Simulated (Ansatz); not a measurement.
# A cut through the energy surface

CH₂FI (SMILES FCI), closed shell, at its PBE0-D4/def2-TZVP minimum:

```csv
atom,x (Å),y (Å),z (Å)
F1,1.1963,0.7109,-0.1755
C2,0.1606,-0.1141,0.1034
I3,-1.6323,0.5479,-0.8642
H4,0.3681,-1.1120,-0.2772
H5,-0.0427,-0.1062,1.1722
```

The bond length C2–I3 (2.142 Å at the minimum) is set to the values below, the two halves moving rigidly along the bond. Each method's energies count from its own value at the PBE0-D4 minimum structure. Ansatz 0.2.0; basis: def2-TZVPP; cores frozen in the correlated methods. Filled d shells of the heavier atoms are correlated. Core potentials replace the inner electrons of the atoms past krypton. The def2 sets are not built for correlating such inner shells, so the correlated values are less sure here.

CCSD(T) energies along the scan:
| bond length (Å) | CCSD(T) (kJ/mol) |
| --- | --- |
| 1.928 | 44.6 |
| 1.971 | 26.6 |
| 2.034 | 9.7 |
| 2.108 | 0.9 |
| 2.189 | 1.4 |
| 2.277 | 10.2 |
| 2.370 | 25.7 |
| 2.468 | 46.2 |
| 2.571 | 69.9 |
They count from the CCSD(T) energy at the PBE0-D4 minimum.

Minimum and curvature along this coordinate at CCSD(T): A fifth-order fit through the nearest points gives 2.143 Å, with a curvature of about 14 eV/Å².

Problem. Treat the two halves as rigid bodies and work out the harmonic wavenumber of this stretch from that curvature (ν̃ = 521.5 √(k/μ) cm⁻¹ with k in eV/Å² and μ in u).

Solution. The halves weigh 33.02 and 126.90 u, so μ = 33.02 × 126.90/159.92 = 26.202 u and ν̃ = 521.5 √(14/26.202) ≈ 380 cm⁻¹. A true normal mode mixes in other motions, so this is a guide only.

Largest difference from the CCSD(T) curve over the scan: PBE-D4 15.0; r2SCAN-D4 8.3; PBE0-D4 2.4; wB97M-V 8.3 kJ/mol. Each curve counts from its own value at the minimum.

T1 diagnostic: at most 0.013. The restricted Hartree–Fock reference is unstable towards an unrestricted one here.

For scale, one of the runs: CCSD(T)/def2-TZVPP, 140 basis functions (an equivalent command: `ansatz run in.yaml --threads 2`). Hardware: 2 CPU threads, shared host. Wall time 11 s; peak host memory 0.73 GiB.
